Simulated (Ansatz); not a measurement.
Reaction (redistribution): `[OH][AlH][SiH2][SeH]` + `[SiH3]Br` → `[OH][AlH][SiH3]` + `[SeH][SiH2]Br`

Isolated molecules relaxed with PBE0-D4/def2-TZVP in Ansatz; ΔE leaves out vibrations. CCSD(T)/CBS adds triple-zeta CCSD(T) − MP2 to the extrapolated MP2 energy (def2 sets, frozen cores). DFT in def2-TZVPP. B3LYP here is the variant with VWN-RPA as its local correlation; programs differ in this. HSE06 is defined as in plane-wave codes. For Br, Se outer-core shells are correlated without core-valence functions, which leaves a few kJ/mol of doubt a bond. Scalar relativity is left out up to krypton. One conformer a species, not always the lowest.

```csv
level,ΔE (kJ/mol),difference from CCSD(T)/CBS
LDA (SPW92),-1.7,-1.9
PBE-D4,-2.1,-2.3
revPBE-D4,-2.2,-2.4
BLYP-D4,-1.8,-2.0
r2SCAN-D4,-1.1,-1.3
B97M-V,-2.5,-2.7
PBE0-D4,-0.5,-0.7
B3LYP-D4,-0.5,-0.7
r2SCANh-D4,-0.6,-0.8
r2SCAN0-D4,0.2,0.0
BHLYP-D4,1.6,1.4
CAM-B3LYP-D4,-0.1,-0.3
ωB97X-V,0.2,0.0
ωB97M-V,0.3,0.1
B2PLYP,-0.9,-1.1
PBE-QIDH,0.3,0.1
PBE,-3.1,-3.3
revPBE,-4.5,-4.7
BLYP,-3.9,-4.1
r2SCAN,-1.4,-1.6
PBE0,-1.4,-1.6
B3LYP,-2.1,-2.3
r2SCANh,-0.9,-1.1
r2SCAN0,-0.2,-0.4
HSE06,-1.4,-1.6
BHLYP,0.1,-0.1
CAM-B3LYP,-1.1,-1.3
LC-ωPBE,-0.7,-0.9
HF/def2-SVP,2.0,1.8
CCSD/def2-SVP,0.0,-0.2
CCSD(T)/def2-SVP,-0.1,-0.3
HF/def2-TZVPP,1.1,0.9
MP2/def2-TZVPP,0.6,0.4
CCSD/def2-TZVPP,0.0,-0.2
CCSD(T)/def2-TZVPP,0.1,-0.1
MP2/def2-QZVPP,0.6,0.4
SCS-MP2/def2-QZVPP,0.6,0.4
HF/CBS(def2),0.8,0.6
MP2/CBS(def2),0.7,0.5
CCSD/CBS(def2),0.2,0.0
CCSD(T)/CBS,0.2,0
```

Largest T1 diagnostic among the species: 0.014.

Leaving LDA and LC-ωPBE aside and taking each functional with its dispersion term where it has one, the values spread over 4.0 kJ/mol, from B97M-V to BHLYP-D4. From BLYP to BHLYP (50 % exact exchange), in def2-TZVPP and without D4, ΔE moves by +4.0 kJ/mol.
